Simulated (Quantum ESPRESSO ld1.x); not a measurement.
Spin polarisation of the 4f5 shell in Sm3+. Start: [Xe] 4f(up 2.5, down 2.5); electrons of 4f are moved from spin down to spin up, other shells keep equal spins. Method: scalar-relativistic Kohn-Sham, LDA (Slater exchange, Perdew-Wang correlation), spin-polarised, spherical densities, point nucleus; computed with ld1.x of Quantum ESPRESSO 7.5.

| moment (Bohr magnetons) | E - E(0) (eV) | e(4f up) (eV) | e(4f down) (eV) | 5p down minus up (eV) | 5s down minus up (eV) |
|---|---|---|---|---|---|
| 0 | 0.000 | -32.756 | -32.756 | 0.000 | 0.000 |
| 1 | -0.180 | -33.098 | -32.380 | 0.328 | 0.430 |
| 2 | -0.718 | -33.406 | -31.971 | 0.657 | 0.862 |
| 3 | -1.616 | -33.680 | -31.527 | 0.988 | 1.295 |
| 4 | -2.873 | -33.918 | -31.049 | 1.322 | 1.731 |
| 5 | -4.487 | -34.120 | -30.535 | 1.658 | 2.172 |

At moment 5 the spin-polarisation energy is -4.487 eV and the 4f exchange splitting 3.584 eV, that is 0.717 eV per Bohr magneton; E = -I m^2/4 would give I = 0.718 eV.
